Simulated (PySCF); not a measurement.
Method: PBE-D3(BJ)/def2-TZVP // BP86-D3(BJ)/def2-SVP (PySCF). All species are isolated molecules in the gas phase. 

Reference species: [Zr(F)2(H)2] (neutral, multiplicity 1).

The dipole moment is 0.23 D and the HOMO is -7.33 eV. The coordination number is 4.

After one change: the dipole moment drops by 0.09 D; the HOMO drops by 0.33 eV; the coordination number stays essentially unchanged.

Task: Which change was made? The new species is one of these.
(A) [Zr(F)(H)3]
(B) [Zr(F)4]
(C) [Zr(F)3(H)]
(D) [Zr(H)4]

Result: C, [Zr(F)3(H)]
